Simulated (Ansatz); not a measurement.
The molecule CoCl, multiplicity 3 (the spin of the measured ground state). No spin–orbit coupling. Co is treated without relativity.

D_e counts from the fitted minimum to each atom's lowest state at the same level, without counterpoise.

Run with Ansatz (a quantum-chemistry and plane-wave program). 

PBE/def2-TZVPP gives 3.981 eV for the bond energy D_e.

Problem. Predict the shift from PBE, with its sign, for: r2SCAN/def2-TZVPP, PBE0/def2-TZVPP, wB97M-V/def2-TZVPP.

Solution. r2SCAN/def2-TZVPP -0.007; PBE0/def2-TZVPP -0.193; wB97M-V/def2-TZVPP -0.087 eV. 0 of 3 lie above PBE; the widest gap is to PBE0/def2-TZVPP.
